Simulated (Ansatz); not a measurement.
Stepwise reaction of `BO[SiH3]` with hydrogen chloride, as a gas-phase model of exchange steps in deposition or etching. ΔE in kJ/mol; ΔG adds harmonic PBE0-D4 terms to CCSD(T)/CBS, at 1 bar.

Calculated with Ansatz (gas phase, PBE0-D4/def2-TZVP geometries, no zero-point term in ΔE). CBS: MP2 limit from def2 TZ/QZ plus the TZ coupled-cluster correction, frozen cores. This one scheme is used for every species. Functionals use def2-TZVPP. B3LYP here is the variant with VWN-RPA as its local correlation; programs differ in this. Each species was taken in one conformer, which may not be the lowest.

| step | reaction | PBE-D4 | B3LYP-D4 | ωB97M-V | CCSD(T)/CBS | ΔG(600 K) |
| --- | --- | --- | --- | --- | --- | --- |
| 1 | `BO[SiH3]` + HCl → `[SiH3]OBCl` + H₂ | -89.6 | -83.4 | -84.2 | -82.9 | -76.2 |

(1) Give the row of step 2, `[SiH3]OBCl` + HCl → `[SiH3]OB(Cl)Cl` + H₂. (Best estimate.)

(2) By hand: ΔE of the 2 steps together at CCSD(T)/CBS.

Answers

(1) The calculation gave: 
```json
{"step": "2", "reaction": "`[SiH3]OBCl` + HCl → `[SiH3]OB(Cl)Cl` + H₂", "PBE-D4": "-62.8", "B3LYP-D4": "-57.7", "ωB97M-V": "-58.5", "CCSD(T)/CBS": "-55.9", "ΔG(600 K)": "-51.3"}
```

(2) (-82.9) + (-55.9) = -138.8 kJ/mol, or -69.4 kJ/mol a step.

In ΔE each step is higher than the one before. All are downhill at CCSD(T)/CBS. ΔG lies between -76.2 and -51.3 kJ/mol a step. PBE-D4 differs from CCSD(T)/CBS by -6.9 to -6.7 kJ/mol a step. Isolated molecules leave out the surface, adducts and barriers. Largest T1 diagnostic: 0.013.
